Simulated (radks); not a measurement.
Species: W3+. Configuration: [Kr] 4d10 4f14 5s1 5p6 5d3 6p1 (not the ground configuration). All-electron calculation, Dirac Kohn-Sham, exchange-only B88, spin-unpolarised, spherical densities, point nucleus; open shells fill j = l - 1/2 first. Program: a radial shooting solver on a logarithmic mesh with Libxc functionals.

Spin-orbit splittings of the eigenvalues, e(l+1/2) - e(l-1/2), with zeta = 2 splitting/(2l+1) and mean radii in bohr:

shell  occ.  splitting (eV)  zeta (eV)  <r> j=l-1/2  <r> j=l+1/2
2p        6            1353      902.2      0.06365      0.07160
3p        6           292.6      195.1       0.1905       0.2053
3d       10           63.64      25.46       0.1796       0.1842
4p        6           67.84      45.23       0.4546       0.4879
4d       10           12.50      5.000       0.5046       0.5160
4f       14           2.257     0.6449       0.5972       0.6062
5p        6           10.43      6.956        1.152        1.244
5d        3           1.092     0.4366        1.652        1.694
6p        1           1.601      1.067        2.916        3.104
